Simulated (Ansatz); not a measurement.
Reaction (ligand exchange at a B–C bond): `BCC(C)C` + `N=CF` → `BN=CF` + `CC(C)C`

Isolated molecules relaxed with PBE0-D4/def2-TZVP in Ansatz; ΔE leaves out vibrations. CBS: MP2 limit from def2 TZ/QZ plus the TZ coupled-cluster correction, frozen cores. This one scheme is used for every species. DFT in def2-TZVPP. HSE06 is defined as in plane-wave codes. Each species was taken in one conformer, which may not be the lowest.

(1) Is it downhill or uphill in electronic energy at CCSD(T)/CBS, and by how much? (Best estimate.)

(2) What do these levels give: r2SCAN-D4, PBE0-D4, B2PLYP, HSE06, SCS-MP2/def2-QZVPP, MP2/CBS(def2)? (An estimate is asked.)

(3) What do rigid-rotor, harmonic-oscillator terms from PBE0-D4/def2-TZVP frequencies (298.15 K, 1 bar) make of the CCSD(T)/CBS value? (Estimate.)

Largest T1 diagnostic among the species: 0.015.

## Answers

(1) Ansatz gave: Downhill: ΔE = -1.15 eV.

(2) Ansatz gave: r2SCAN-D4 -1.28, PBE0-D4 -1.24, B2PLYP -1.27, HSE06 -1.26, SCS-MP2/def2-QZVPP -1.16, MP2/CBS(def2) -1.18 eV.

(3) Computed: ΔZPE = +0.04 eV, ΔH = -1.11 eV, ΔS = -7 J/(mol·K), ΔG = -1.09 eV.

From r2SCAN to r2SCAN0 (25 % exact exchange), in def2-TZVPP and without D4, ΔE moves by +0.05 eV. The D4 term adds +0.04 eV with B3LYP and +0.02 eV with PBE0; it sums over pairs of atoms, weighted by their polarisabilities, and B3LYP, whose exchange is more repulsive, gets the larger term.

B3LYP here is the variant with VWN-RPA as its local correlation; programs differ in this.
